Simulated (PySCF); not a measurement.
Cl3Sb, SMILES [Cl][Sb+]([Cl])[Cl], charge +1, multiplicity 2.

Coordinates come from a B3LYP-D3(BJ)/def2-SVP optimisation. The def2 effective core potentials stand for the cores of Sb; spin–orbit coupling is left out.

Method: TDA-CAM-B3LYP/def2-SVPD in PySCF.

Vertical excitations; the highest root listed may be one member of a degenerate set. 

```json
[
 {"state": "root 1", "energy (eV)": "1.53", "λ (nm)": "810", "f": "0.000", "main pairs": "β HOMO→LUMO 97 %"},
 {"state": "root 2", "energy (eV)": "1.71", "λ (nm)": "723", "f": "0.002", "main pairs": "β HOMO−1→LUMO, β HOMO−4→LUMO (degenerate set)"},
 {"state": "root 3", "energy (eV)": "1.71", "λ (nm)": "723", "f": "0.002", "main pairs": "β HOMO−2→LUMO, β HOMO−3→LUMO (degenerate set)"},
 {"state": "root 4", "energy (eV)": "2.05", "λ (nm)": "604", "f": "0.016", "main pairs": "β HOMO−3→LUMO, β HOMO−2→LUMO (degenerate set)"},
 {"state": "root 5", "energy (eV)": "2.05", "λ (nm)": "604", "f": "0.016", "main pairs": "β HOMO−4→LUMO, β HOMO−1→LUMO (degenerate set)"},
 {"state": "root 6", "energy (eV)": "2.86", "λ (nm)": "434", "f": "0.010", "main pairs": "β HOMO−5→LUMO 94 %"},
 {"state": "root 7", "energy (eV)": "3.96", "λ (nm)": "313", "f": "0.032", "main pairs": "β HOMO−6→LUMO (degenerate set)"},
 {"state": "root 8", "energy (eV)": "3.96", "λ (nm)": "313", "f": "0.032", "main pairs": "β HOMO−7→LUMO (degenerate set)"},
 {"state": "root 9", "energy (eV)": "4.76", "λ (nm)": "260", "f": "0.017", "main pairs": "α HOMO→LUMO 95 %"},
 {"state": "root 10", "energy (eV)": "5.25", "λ (nm)": "236", "f": "0.000", "main pairs": "α HOMO−1→LUMO 68 %, β HOMO→LUMO+1 22 %"}
]
```
Unrestricted roots are not spin-pure.
